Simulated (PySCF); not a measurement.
Geometries of 3 isomers of C3H8OSi2, from PBE0-D3(BJ)/def2-SVP geometry optimisation, gas phase in PySCF 2.14.0. One conformer each, no zero-point energy, no frequencies.

Problem. Which is lowest in electronic energy at this level?
A.
```xyz
14
angstrom
O      3.127   -1.100   -0.288
C      2.001   -0.774   -0.569
Si     0.666   -0.324    0.746
C      0.011    1.429    0.393
Si    -1.410    0.604   -0.569
C     -1.010   -1.072    0.241
H      1.692   -0.711   -1.655
H      1.202   -0.622    2.107
H     -0.361    1.901    1.318
H      0.668    2.146   -0.120
H     -1.146    0.585   -2.041
H     -2.781    1.148   -0.326
H     -1.022   -1.986   -0.370
H     -1.645   -1.240    1.128
```
B.
```xyz
14
angstrom
C     -2.384   -0.393    0.776
O     -2.042    0.715   -0.013
Si    -0.732    0.770   -1.028
C      0.808    0.362   -0.104
C      1.822    0.070    0.519
Si     3.346   -0.355    1.451
H     -1.554   -0.699    1.438
H     -3.244   -0.122    1.406
H     -2.672   -1.264    0.159
H     -0.658    2.156   -1.551
H     -0.857   -0.222   -2.137
H      3.053   -0.322    2.913
H      3.800   -1.722    1.064
H      4.413    0.635    1.130
```
C.
```xyz
14
angstrom
C      2.345    1.773    0.823
C      1.594    0.597    0.430
C      0.962   -0.394    0.104
Si    -0.006   -1.861   -0.397
O     -1.626   -1.506   -0.351
Si    -2.647   -0.203   -0.214
H      2.741    2.303   -0.058
H      1.709    2.475    1.384
H      3.196    1.499    1.466
H      0.262   -2.986    0.539
H      0.374   -2.251   -1.783
H     -2.372    0.801   -1.285
H     -2.489    0.455    1.118
H     -4.044   -0.702   -0.355
```

Solution. C. That is `CC#C[SiH2]O[SiH3]`, 18.3 kcal/mol below the next.

```json
{"SMILES": "CC#C[SiH2]O[SiH3]", "atoms numbered as above": "[CH3:1][C:2]#[C:3][SiH2:4][O:5][SiH3:6]", "E (Eh)": "-772.56834", "relative (kcal/mol)": "0.0", "relative (kJ/mol)": "0.0", "dipole (D)": "2.38"}
{"SMILES": "O=C[SiH]1C[SiH2]C1", "atoms numbered as above": "[O:1]=[CH:2][SiH:3]1[CH2:4][SiH2:5][CH2:6]1", "E (Eh)": "-772.53917", "relative (kcal/mol)": "18.3", "relative (kJ/mol)": "76.6", "dipole (D)": "2.54"}
{"SMILES": "CO[SiH2]C#C[SiH3]", "atoms numbered as above": "[CH3:1][O:2][SiH2:3][C:4]#[C:5][SiH3:6]", "E (Eh)": "-772.51619", "relative (kcal/mol)": "32.7", "relative (kJ/mol)": "136.9", "dipole (D)": "1.22"}
```
